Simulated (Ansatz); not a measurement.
This geometry of C2H8OSi + H (13 atoms, charge 0, multiplicity 2) is a first-order saddle point.

Level of theory: UKS B3LYP-D4/def2-SVP in Ansatz 0.2.0.

```xyz
13
Properties=species:S:1:pos:R:3
Si -0.023 -0.041 -0.205
H -0.156 0.008 1.331
H 1.403 0.141 -0.589
O -0.840 1.254 -0.868
C -2.202 1.550 -0.669
H -2.453 1.645 0.405
H -2.430 2.510 -1.158
H -2.864 0.779 -1.108
C -0.689 -1.691 -0.807
H -1.737 -1.841 -0.501
H -0.638 -1.757 -1.907
H -0.094 -2.519 -0.387
H -0.408 0.029 2.757
```

(1) Which two structures does it join? (They come from a converged band through this point; their orientation in space is the band's.)

(2) How far does it lie above each of them?

Answers

(1) Bonds broken: Si1–H2. Bonds formed: H2–H13. C2H8OSi + H becomes C2H7OSi + H2.

First end point:

```xyz
13
Properties=species:S:1:pos:R:3
Si -0.027 -0.032 -0.282
H -0.118 0.054 1.214
H 1.387 0.139 -0.710
O -0.861 1.243 -0.969
C -2.209 1.556 -0.715
H -2.411 1.683 0.366
H -2.455 2.504 -1.219
H -2.898 0.780 -1.101
C -0.696 -1.695 -0.846
H -1.743 -1.841 -0.531
H -0.652 -1.785 -1.943
H -0.100 -2.516 -0.412
H -0.347 -0.023 3.442
```

Last end point:

```xyz
13
Properties=species:S:1:pos:R:3
Si 0.020 0.061 -0.447
H -0.011 -0.153 2.789
H 1.378 0.195 -1.061
O -0.865 1.327 -1.096
C -2.244 1.552 -0.935
H -2.517 1.711 0.125
H -2.522 2.459 -1.497
H -2.852 0.712 -1.322
C -0.752 -1.613 -0.881
H -1.735 -1.752 -0.403
H -0.881 -1.702 -1.974
H -0.094 -2.429 -0.542
H -0.056 -0.302 3.537
```

(2) 0.9 kJ/mol above the first and 53.7 kJ/mol above the second. This is the barrier of this one path; another mechanism may lie lower.

Time of the run: 2.7 min on 4 threads of Arm Neoverse V2, on a shared host, peak memory 0.32 GiB.
